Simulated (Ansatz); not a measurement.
Cost and result up the ladder for Pd₄S₃ (7 atoms). The state is a singlet with charge 0. Geometry: r2SCAN-D4/def2-SVP.

```xyz
7

Pd    2.0167   -0.3072    1.1927
Pd   -1.3019    0.8392    0.3669
Pd   -0.1150   -1.9298    0.5493
Pd    1.0607    0.8544   -0.9172
S    -1.0028    1.4155   -2.0131
S    -0.6074   -0.6942   -1.2624
S    -0.0503   -0.1779    2.0838
```

Ansatz on 4 threads of Intel Xeon 6975P-C on a shared host. Times are rough, and most runs start from the orbitals of an earlier one. No level here is sound enough to serve as a yardstick. Binding counts from free atoms at the same level (Pd singlet, S triplet; other spins of the atoms weren't run), without zero-point energy or a counterpoise term.

In the def2 sets Pd takes a core potential; there is no spin–orbit coupling. HSE06 is defined as in plane-wave codes, on full-range PBE exchange. Correlated methods freeze 15 core orbitals; core or outer-core shells of Pd are correlated, in sets that lack core-valence functions. No other spin state of charge 0 was run. Another isomer (singlet) lies 1.14 eV lower at PBE0-D4/def2-TZVP; other spin states weren't run for this one.

Run but left out: MP2/def2-TZVP (restricted singlet, unstable towards broken spin symmetry).

Correlated methods converge slowly with the basis.

```tsv
level	functions	wall time	binding energy per atom (eV)	remarks
LDA (SPW92)/def2-TZVP	271	2 s	3.53	restricted SCF unstable in HF
PBE-D4/def2-SVP	178	2 s	2.82	restricted SCF unstable in HF
PBE-D4/def2-TZVP (with forces)	271	3.9 s	2.90	restricted, untested
PBE0-D4/def2-SVP	178	4 s	2.38	restricted SCF unstable in HF
r2SCAN-D4/def2-TZVP	271	7.5 s	2.88	restricted SCF unstable in HF
HSE06-D4/def2-TZVP	271	7.5 s	2.47	restricted SCF unstable in HF
PBE0-D4/def2-TZVP	271	10 s	2.46	restricted SCF unstable in HF
RPA@PBE/def2-TZVP	271	11 s	2.32	–
r2SCAN0-D4/def2-TZVP	271	12 s	2.44	restricted SCF unstable in HF
```
